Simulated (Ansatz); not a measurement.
`B[SiH2]OBF` and `FB[O][GeH3]` differ in one atom or group.

Ansatz, PBE0-D4/def2-TZVP geometries, multiplicity 1. Each molecule was computed in one conformer, which needn't be the lowest.

Scalar relativity is left out up to krypton.

```json
{"property": "size of the dipole moment (ωB97M-V/def2-TZVPP) / D", "`B[SiH2]OBF`": "1.99"}
{"property": "HOMO–LUMO gap (PBE/def2-TZVPP) / eV", "`B[SiH2]OBF`": "3.48"}
{"property": "LUMO energy (ωB97M-V/def2-TZVPP) / eV", "`B[SiH2]OBF`": "-0.75"}
{"property": "ideal-gas entropy at 298 K and 1 bar (rigid rotor, harmonic PBE0-D4/def2-TZVP) / J/(mol·K)", "`B[SiH2]OBF`": "359"}
{"property": "size of the dipole moment (PBE/def2-TZVPP) / D", "`B[SiH2]OBF`": "1.92"}
{"property": "HOMO energy (ωB97M-V/def2-TZVPP) / eV", "`B[SiH2]OBF`": "-10.68"}
```

Q: Give the same properties after the change, and the shifts. (Estimate.)

A: Ansatz gave: 
| property | `FB[O][GeH3]` | shift |
| --- | --- | --- |
| size of the dipole moment (ωB97M-V/def2-TZVPP) / D | 2.88 | 0.89 |
| HOMO–LUMO gap (PBE/def2-TZVPP) / eV | 6.79 | 3.31 |
| LUMO energy (ωB97M-V/def2-TZVPP) / eV | 1.74 | 2.49 |
| ideal-gas entropy at 298 K and 1 bar (rigid rotor, harmonic PBE0-D4/def2-TZVP) / J/(mol·K) | 329 | -30 |
| size of the dipole moment (PBE/def2-TZVPP) / D | 2.72 | 0.80 |
| HOMO energy (ωB97M-V/def2-TZVPP) / eV | -11.64 | -0.96 |

With PBE0 the HOMO falls by 0.77 eV and the LUMO rises by 2.70 eV, so the gap widens by about 3.47 eV. PBE moves the HOMO by -0.46 eV and ωB97M-V by -0.96 eV. The zero-point energy changes by -35.8 kJ/mol with -6 modes. Dipoles are sizes alone; their direction can turn. Modes under 60 cm⁻¹, often nearly free rotors, make the harmonic entropy too high.
